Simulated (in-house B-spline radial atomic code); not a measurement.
Br⁵⁺. Computed with a B-spline radial atomic code. Model: all-electron spherical atom, spin shells full or empty, radial basis limit, no spin-orbit coupling, Breit or QED, empty-state partial waves extrapolated as (l+1/2)^-4, RPA, G0W0 and static COHSEX of the highest shell as one setting changes (uncorrelated shells keep exact exchange).

Given: element Br; charge 5; filled core Ar; hamiltonian one-electron scalar X2C; mean-field start PBE; highest l of empty states 9; nuclear rms radius 4.1629 fm; highest mean-field shell 4s.

Shell: 3d 5 5, 4s 1 1 (electrons up and down).

```json
{"lowest nl shells left uncorrelated": "0", "RPA correlation energy (hartree)": "-2.3174", "G0W0 level (eV)": "-88.062", "G0W0 minus most complete (meV)": "0", "COHSEX level (eV)": "-90.515", "removal by RPA minus most complete (meV)": "0"}
{"lowest nl shells left uncorrelated": "1", "RPA correlation energy (hartree)": "?", "G0W0 level (eV)": "?", "G0W0 minus most complete (meV)": "?", "COHSEX level (eV)": "?", "removal by RPA minus most complete (meV)": "?"}
{"lowest nl shells left uncorrelated": "2", "RPA correlation energy (hartree)": "?", "G0W0 level (eV)": "?", "G0W0 minus most complete (meV)": "?", "COHSEX level (eV)": "?", "removal by RPA minus most complete (meV)": "?"}
{"lowest nl shells left uncorrelated": "3", "RPA correlation energy (hartree)": "-1.4774", "G0W0 level (eV)": "-88.052", "G0W0 minus most complete (meV)": "10.5", "COHSEX level (eV)": "-90.495", "removal by RPA minus most complete (meV)": "1.7"}
{"lowest nl shells left uncorrelated": "4", "RPA correlation energy (hartree)": "-1.2986", "G0W0 level (eV)": "-88.186", "G0W0 minus most complete (meV)": "-124", "COHSEX level (eV)": "-90.746", "removal by RPA minus most complete (meV)": "120.8"}
{"lowest nl shells left uncorrelated": "5", "RPA correlation energy (hartree)": "-0.77544", "G0W0 level (eV)": "-88.118", "G0W0 minus most complete (meV)": "-55.7", "COHSEX level (eV)": "-90.655", "removal by RPA minus most complete (meV)": "7.1"}
{"lowest nl shells left uncorrelated": "6", "RPA correlation energy (hartree)": "-0.090875", "G0W0 level (eV)": "-87.32", "G0W0 minus most complete (meV)": "742.6", "COHSEX level (eV)": "-89.504", "removal by RPA minus most complete (meV)": "-938.6"}
```

(1) What follows for lowest nl shells left uncorrelated = 1?

(2) What follows for lowest nl shells left uncorrelated = 2?

Answers

(1) RPA correlation energy -2.1628 hartree; G0W0 level -88.061 eV; G0W0 minus most complete 0.7 meV; COHSEX level -90.513 eV; removal by RPA minus most complete -0.2 meV.

(2) RPA correlation energy -1.9822 hartree; G0W0 level -88.072 eV; G0W0 minus most complete -10.1 meV; COHSEX level -90.538 eV; removal by RPA minus most complete 12.5 meV.
